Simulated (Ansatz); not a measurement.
`F[SiH2]S[SiH2]F` → H• + `F[SiH]S[SiH2]F`•  (homolysis of the H–Si bond)

Calculated with Ansatz (gas phase, PBE0-D4/def2-TZVP geometries, no zero-point term in ΔE). CCSD(T)/CBS is the MP2 limit (def2-TZVPP, def2-QZVPP) plus CCSD(T) − MP2 in def2-TZVPP, frozen cores. This one scheme is used for every species, atoms too. No spin–orbit coupling; open shells (•) take unrestricted orbitals. One conformer a species, not always the lowest.

```csv
species,HF/def2-TZVPP energy (Eh)
`F[SiH2]S[SiH2]F`,-1176.92334
H•,-0.49981
`F[SiH]S[SiH2]F`•,-1176.29852
```

(1) Work out ΔE.

Largest T1 diagnostic among the species: 0.014.

Answers

(1) ΔE = (-0.49981) + (-1176.29852) − (-1176.92334) = 0.12501 Eh = +78.4 kcal/mol. CCSD(T)/CBS gives +98.8 kcal/mol.

From BLYP to BHLYP (50 % exact exchange), in def2-TZVPP and without D4, ΔE moves by +4.3 kcal/mol. At CCSD(T), def2-SVP lies −4.1 kcal/mol from the extrapolated value and def2-TZVPP −1.7 kcal/mol: correlation converges slowly with the basis, and small sets miss more of it in the bonded molecule than in its fragments. In def2-TZVPP, CCSD(T) changes the Hartree–Fock value by +18.6 kcal/mol (the triples alone add −0.1 kcal/mol) and MP2 by +16.4 kcal/mol; breaking electron pairs costs correlation energy, which Hartree–Fock lacks.
